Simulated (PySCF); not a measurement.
Compound: C₇H₉N.
SMILES: `C=C(/C=C\C#N)CC`

Torsions of this conformer, `[CH2:1]=[C:2](/[CH:3]=[CH:4]\[C:5]#[N:6])[CH2:7][CH3:8]`: C1–C2–C3–C4 175°, C1–C2–C7–C8 101°.

The closed-shell ground state was solved at several levels (PySCF, density fitting, gas phase, non-relativistic). One conformer (not necessarily the lowest) at the PBE0-D3(BJ)/def2-SVP geometry, without solvent, vibrations or thermal averaging.

| level | basis functions | total energy (Eh) | HOMO (eV) | LUMO (eV) | gap (eV) | dipole (D) |
| --- | --- | --- | --- | --- | --- | --- |
| wB97X-D/def2-SVPD | 232 | -326.5178 | -8.99 | -0.42 | 8.57 | 4.08 |
| PBE0/pcSseg-1 | 181 | -326.4243 | -7.26 | -2.09 | 5.17 | 4.03 |

Question: Estimate the row for B3LYP/pcJ-1, a basis of 306 functions; the other rows only guide the guess.

Answer: Total energy -326.8856 Eh, HOMO -7.04 eV, LUMO -2.25 eV, gap 4.79 eV, dipole 4.02 D.

Question: Over all these levels, which gives the widest orbital gap and which the narrowest?

Answer: wB97X-D/def2-SVPD (range-separated hybrid) has the widest, 8.57 eV, and B3LYP/pcJ-1 (global hybrid, 20 % exact exchange) the narrowest, 4.79 eV. Functional and basis both differ between the two, so the spread mixes both effects.

Question: How far do the dipole and the HOMO energy spread over the levels?

Answer: The dipole runs from 4.02 to 4.08 D (mean 4.05 D) and the HOMO from -8.99 to -7.04 eV.

The pairwise dispersion term of wB97X-D wasn't added to the energies; at a given geometry it leaves orbitals and properties as they are.
